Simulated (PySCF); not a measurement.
# Potential energy of PbO along the bond

Set-up: Pb def2-SVPD with ECP60, O def2-SVPD; scalar-relativistic core potentials (PySCF 2.14). Energies in eV from Pb + O in their ground configurations at the same level. State: ¹Σ⁺ (singlet), closed shell.

Curves on a restricted Hartree–Fock reference rise too fast on stretching and do not dissociate correctly.

```json
{"R (Å)": "1.670", "CAM-B3LYP": "-2.919", "RHF": "0.7772"}
{"R (Å)": "1.748", "CAM-B3LYP": "-3.892", "RHF": "-0.1377"}
{"R (Å)": "1.825", "CAM-B3LYP": "-4.414", "RHF": "-0.5869"}
{"R (Å)": "1.884", "CAM-B3LYP": "-4.590", "RHF": "-0.7009"}
{"R (Å)": "1.942", "CAM-B3LYP": "-4.626", "RHF": "-0.6729"}
{"R (Å)": "2.000", "CAM-B3LYP": "-4.555", "RHF": "-0.5366"}
{"R (Å)": "2.078", "CAM-B3LYP": "-4.338", "RHF": "-0.2336"}
{"R (Å)": "2.175", "CAM-B3LYP": "-3.933", "RHF": "0.2726"}
{"R (Å)": "2.292", "CAM-B3LYP": "-3.333", "RHF": "0.9690"}
{"R (Å)": "2.447", "CAM-B3LYP": "-2.456", "RHF": "1.8672"}
```

Problem. Put a parabola through the three lowest points of the CAM-B3LYP curve and estimate Re, k and ωe (reduced mass 14.85 u; 1 eV/Å² = 0.16022 mdyn/Å; ωe = 1302.8·√(k/μ) cm⁻¹).

Solution. Through R = 1.884, 1.942, 2.0 Å the second-order coefficient is 15.9 eV/Å², so Re ≈ 1.933 Å, k ≈ 5.10 mdyn/Å and ωe ≈ 763 cm⁻¹. A polynomial fit of higher order to the unrounded CAM-B3LYP energies gives Re = 1.930 Å, k = 5.29 mdyn/Å, ωe = 778 cm⁻¹; anharmonicity and rounding make the difference.

The higher-order fit for each curve: CAM-B3LYP: Re = 1.930 Å, ωe = 778 cm⁻¹, De = 4.63 eV; RHF: Re = 1.899 Å, ωe = 843 cm⁻¹, De = 0.71 eV.

Spin–orbit coupling is left out, which matters for elements this heavy, above all for dissociation energies. Where the molecule has an RHF reference, its open-shell atoms are computed with UHF.
